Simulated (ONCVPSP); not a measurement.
**Varying the ONCV potential for fluorine**

Base potential:

- Element: F (Z = 9)
- Generator: ONCVPSP 4.0.1
- Type: optimised norm-conserving Vanderbilt (ONCV)
- Functional: PBE
- Relativity: scalar-relativistic
- Frozen core: [He]
- Valence charge: 7
- Reference configuration: 2s2 2p5
- Partial waves: 2s: rc 0.75 bohr, ncon 4, nbas 9, qcut 11.3 1/bohr, 2 projectors, debl 1.8 Ha; 2p: rc 0.85 bohr, ncon 4, nbas 7, qcut 9.7 1/bohr, 2 projectors, debl 2.2 Ha
- Local potential: polynomial inside 0.50 bohr (lpopt 4, dvloc0 3 Ha)
- Core correction: Teter function, fcfact 5.75, rcfact 1.75

All-electron outer shells of the reference configuration (PBE, scalar-relativistic, ld1.x):

```csv
shell,level (eV),outermost node (bohr),outermost maximum (bohr)
1s,-663.37,–,0.11
2s,-29.90,0.24,0.76
2p,-11.11,–,0.71
```

Cutoffs, loose and tight: the cutoffs (Ha) at which the residual kinetic energy of the hardest occupied pseudo-wave falls to 1 and 0.1 mHa per electron. They do not see the model core or the augmentation charge, which bear on the density cutoff. Test errors are all-electron minus pseudo excitation energies from the reference, over the configurations 2s2 2p4; 2s2 2p3; 2s2 2p2; 2s1 2p5. A dash means not determined; rows that change the core or the reference have their own tests.

2 further variants are left out, since the program set their typed debl aside.

```
      change    outcome  cutoff, loose  cutoff, tight  bound ghosts  GHOST(+) flags above zero  largest test error (meV)
        base  generated         158 Ha         203 Ha          none                       none                      +126
 p: debl 0.7  generated         158 Ha         203 Ha          none                          p                      +128
p: debl 1.15  generated         158 Ha         203 Ha          none                       none                      +127
p: debl 2.85  generated         158 Ha         203 Ha          none                       none                      +126
 p: debl 4.1  generated         158 Ha         203 Ha          none                       none                      +126
```

Reading the sweep of the debl of the p channel (base included, trends over the rows without a ghost): The loose cutoff stays near 158 Ha. The median size of the test errors (rows with all tests solved) stays near 15.6 meV.
